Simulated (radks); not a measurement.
Charge is removed step by step from the 5s1/2 level of the ytterbium ion Yb3+, starting from [Xe] 4f13. All-electron calculation, Dirac Kohn-Sham, PBE, spin-unpolarised, spherical densities, finite nucleus; open shells fill j = l - 1/2 first; Fermi nuclear charge, rms radius 5.3108 fm. Program: a radial shooting solver on a logarithmic mesh with Libxc functionals.

\begin{tabular}{lrrr}
removed (e) & E - E(0) (eV) & eigenvalue (eV) & E minus straight line (eV) \\ \hline
0 & 0.000 & -85.583 & 0.000 \\
0.25 & 21.906 & -89.675 & -1.556 \\
0.5 & 44.842 & -93.817 & -2.082 \\
0.75 & 68.818 & -98.005 & -1.567 \\
1 & 93.848 & -102.24 & 0.000 \\
\end{tabular}

Removing the whole electron costs 93.848 eV by Delta-SCF, against 85.583 eV from minus the eigenvalue at the starting occupation. Slater's transition state (half an electron removed) gives 93.817 eV. Integrating minus the eigenvalue over the occupation (Janak's theorem) gives 93.848 eV. The mean slope of the eigenvalue, de/dn, is 16.7 eV per electron.
